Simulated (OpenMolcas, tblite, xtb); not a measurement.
**CH5FOSn (SMILES C[O][SnH2][F]): the HOMO–LUMO gap, rung by rung**

The species is CH5FOSn (9 atoms), meant as a singlet with charge 0. SMILES: `C[O][SnH2][F]`. The shape is that of a PBE0-D4/def2-TZVP optimisation. This is one conformer, not always the lowest.

Quantity: the HOMO–LUMO gap, in eV. The values are calculated.

| level | kind | program | value (eV) | CPU time |
| --- | --- | --- | --- | --- |
| GFN0-xTB | semi-empirical | xtb | 5.57 | under 2 s |
| IPEA1-xTB | semi-empirical | tblite | 5.52 | under 2 s |
| HF/def2-SVP (core potential) | Hartree–Fock | OpenMolcas | 14.94 | 14 s |
| SVWN5/def2-SVP (core potential) | LDA | OpenMolcas | 4.92 | 45 s |
| revPBE/def2-SVP (core potential) | GGA | OpenMolcas | 5.08 | 55 s |
| TPSS/def2-SVP (core potential) | meta-GGA | OpenMolcas | 5.34 | 72 s |
| B3LYP/def2-SVP (core potential) | global hybrid | OpenMolcas | 7.07 | 61 s |
| B2PLYP/def2-SVP (core potential) | double hybrid | OpenMolcas | 10.44 | 32 s |

The values span 4.92 to 14.94 eV. Orbital gaps aren't excitation energies, and those of double hybrids come from the SCF part alone; they tend to grow with the share of exact exchange. CPU times are rough (shared hosts, several kinds of processor and program).
